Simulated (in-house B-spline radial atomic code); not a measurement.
The numbers below are computed, except where a source is named.
**Building a PAW p channel for Br, r_c = 1.89 bohr**

Br, [Ar] 3d10 4s2 4p5, non-relativistic PBE, spherical and spin-unpolarised, from a B-spline radial code for spherical atoms (atomic units; all potentials screened as in the neutral atom).

Two all-electron partial waves φ1, φ2 are integrated outwards at E1 = ε(4p) = -0.290162 and E2 = E1 + 1 hartree; φ1 is the bound orbital and φ2 has unit norm inside r_c = 1.8929 bohr. Smooth partners are polynomials, r^2(a0 + a1 r² + a2 r⁴ + a3 r⁶), matched to φ and three derivatives at r_c, with no condition on the norm. The local potential is -6.58206 + (4.1446) r² + (-1.12352) r⁴ + (0.114611) r⁶ inside 1.5498 bohr and the all-electron one outside.

```tsv
wave	φ(r_c)	φ'(r_c)	a0	a1	a2	a3
1	0.7304146	-0.1561603	0.7363	-0.2567011	0.03795731	-0.002173489
2	0.4523714	-1.882438	1.682227	-0.7893878	0.1255901	-0.00738973
```

Inside r_c the overlaps are <φi φj> = [[0.46122, 0.65216], [0.65216, 1.00000]] and, for the smooth waves, [[0.49317, 0.71727], [0.71727, 1.13342]]. With χj = (Ej − T − V_local) applied to smooth wave j, the program's quadrature gives the matrix B_ij = <smooth i, χj> as [[0.30743, 0.65642], [0.59132, 1.28471]].

Question: Check the match of the first wave, and find the augmentation charges q_ij.

Answer: At r_c the four terms are 2.63821, -3.29563, 1.74607, -0.35824, which sum to 0.7304, φ1(r_c) to rounding. q_ij is the all-electron overlap less the smooth one: [[-0.03195, -0.06511], [-0.06511, -0.13342]]. The smooth first wave has a norm of 0.4932 inside r_c against 0.4612, so q11 is negative and must stay small enough for the overlap operator to be positive.

Question: B isn't symmetric. Show that D_ij = B_ij + Ej q_ij is.

Answer: Integrating by parts gives B12 − B21 = (E1 − E2) q12: 0.65642 − (0.59132) = 0.06510, and −1 × (-0.06511) = 0.06511. So D12 = 0.65642 + (0.709838)(-0.06511) = 0.61021 and D21 = 0.59132 + (-0.290162)(-0.06511) = 0.61021; D11 = 0.31670, D22 = 1.19000. The projectors, p = (B⁻¹)ᵀ χ, are dual to the smooth waves; det B = 0.0068, small beside B11 B22, as the two smooth waves look alike inside r_c.

Solving (T + V_local + Σ p D p) ψ = E (1 + Σ p q p) ψ in a sphere of 9 bohr, whose wall lifts the free-atom level a little, gives these levels:

```tsv
all-electron	one projector	two projectors
-0.290138	-0.290138	-0.290138
0.086659	0.086435	0.086658
0.393437	0.391933	0.393435
0.855453	0.848959	0.855452
1.464180	1.442870	1.464080
```

Question: What does the second projector gain?

Answer: With one projector the errors are 0.00, -0.22, -1.50, -6.49, -21.31 millihartree. With two the errors are 0.00, 0.00, 0.00, 0.00, -0.10 millihartree. The scattering is exact at E1 and at E2 = 0.710, and over all levels compared the largest error is 0.1 millihartree. The lowest eigenvalue of the overlap operator is 0.8226 with one and 0.6939 with two projectors. The smooth orbital alone needs a cutoff of 5.25 hartree for 1 millihartree of kinetic energy, against 11.1 for a norm-conserving Troullier-Martins orbital of the same radius; part of the gain comes from giving up the norm, part from the simpler form.
